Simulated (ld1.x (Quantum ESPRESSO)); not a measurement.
What one change does to a pseudopotential (Ni (Z = 28), TM)

| Property | Result |
| --- | --- |
| Element | nickel |
| Generator | ld1.x (Quantum ESPRESSO) 7.5 |
| Type | norm-conserving Troullier–Martins (Kleinman–Bylander form) |
| Functional | PBE |
| Relativity | fully relativistic |
| Frozen core | [Ne] 3s2 |
| Valence charge | 16 |
| Reference configuration | 3p6 3d8 4s2 4p0 |
| Partial waves | 3p (bound): rc 0.75 bohr; 3d (bound): rc 0.90 bohr; 4f channel at -0.05 Ry: rc 2.00 bohr; 4s (bound): rc 2.35 bohr |
| Local potential | the s channel |
| Core correction | none |

Open shells are filled in proportion to 2j + 1 (rel_dist='average').

All-electron outer shells of the reference configuration (PBE, scalar-relativistic, ld1.x):

```json
{"shell": "2p", "level (eV)": "-844.68", "outermost node (bohr)": "–", "outermost maximum (bohr)": "0.16"}
{"shell": "3s", "level (eV)": "-111.06", "outermost node (bohr)": "0.30", "outermost maximum (bohr)": "0.64"}
{"shell": "3p", "level (eV)": "-71.39", "outermost node (bohr)": "0.27", "outermost maximum (bohr)": "0.65"}
{"shell": "3d", "level (eV)": "-8.87", "outermost node (bohr)": "–", "outermost maximum (bohr)": "0.63"}
{"shell": "4s", "level (eV)": "-5.64", "outermost node (bohr)": "0.92", "outermost maximum (bohr)": "2.24"}
{"shell": "4p", "level (eV)": "-1.22", "outermost node (bohr)": "1.00", "outermost maximum (bohr)": "3.17"}
```

Change: core correction a·sin(br)/r model core inside 0.94 bohr.

Cutoffs: the cutoffs (Ry, on a coarse ladder) from which the occupation-weighted sum of valence levels, in a spherical-Bessel basis at the reference potential, stays within 10 and 1 mRy of its value at 400 Ry; they do not see the model core or the augmentation charge, which bear on the density cutoff. Errors are all-electron minus pseudo energies relative to the spin-unpolarised reference configuration.

**Question.** Predict the effect on cutoff, ghosts and configuration errors.

**Answer.** Of the 7 tests that both files solve, the error grows in 4 and shrinks in 0 by more than 15 % and 0.3 meV (median size 206.0 → 208.8 meV); neither file shows a bound ghost at the reference potential, the only one tested. A model core, the more so a compact one, raises the density cutoff, which this test does not measure.

| quantity | base | changed |
| --- | --- | --- |
| cutoff, loose | 260 Ry | 260 Ry |
| cutoff, tight | over 300 Ry | over 300 Ry |
| bound ghosts | none | none |
| error for 3p6 3d8 4s1 4p0, meV [ΔE 9.32 eV] | -4.5 | -6.1 |
| error for 3p6 3d8 4s0 4p0, meV [ΔE 26.67 eV] | -32 | -46 |
| error for 3p6 3d7 4s0 4p0, meV [ΔE 64.14 eV] | -265 | -305 |
| error for 3p6 3d7 4s2 4p1, meV [ΔE 10.54 eV] | -1237 | -1243 |
| error for 3p6 3d8 4s1.5 4p0, meV [ΔE 3.72 eV] | -0.8 | -1.1 |
| error for 3p6 3d8 4s0 4p2, meV [ΔE 9.50 eV] | -1617 | -1623 |
| error for 3p6 3d9 4s1 4p0, meV [ΔE -1.60 eV] | -206 | -209 |
| s: phases at 2.55 bohr within 0.05 rad from the reference energy up to (Ry; the scan ends near 5) | 2.5 | 2.5 |
| p1/2: phases at 2.55 bohr within 0.05 rad from the reference energy up to (Ry; the scan ends near 5) | -0.9 | -0.9 |
| p3/2: phases at 2.55 bohr within 0.05 rad from the reference energy up to (Ry; the scan ends near 5) | n/a | n/a |
| d3/2: phases at 2.55 bohr within 0.05 rad from the reference energy up to (Ry; the scan ends near 5) | 0.6 | 0.6 |
| d5/2: phases at 2.55 bohr within 0.05 rad from the reference energy up to (Ry; the scan ends near 5) | 0.6 | 0.6 |
| f5/2: phases at 2.55 bohr within 0.05 rad from the reference energy up to (Ry; the scan ends near 5) | to the end of the scan | to the end of the scan |
| f7/2: phases at 2.55 bohr within 0.05 rad from the reference energy up to (Ry; the scan ends near 5) | to the end of the scan | to the end of the scan |

Base: These tests converged, but a pseudo level misses the all-electron one widely, so the file describes the atom poorly there or has found another state: 3p6 3d7 4s0 4p0: empty 4p by 3.2 eV. Changed file: These tests converged, but a pseudo level misses the all-electron one widely, so the file describes the atom poorly there or has found another state: 3p6 3d7 4s0 4p0: empty 4p by 3.2 eV.
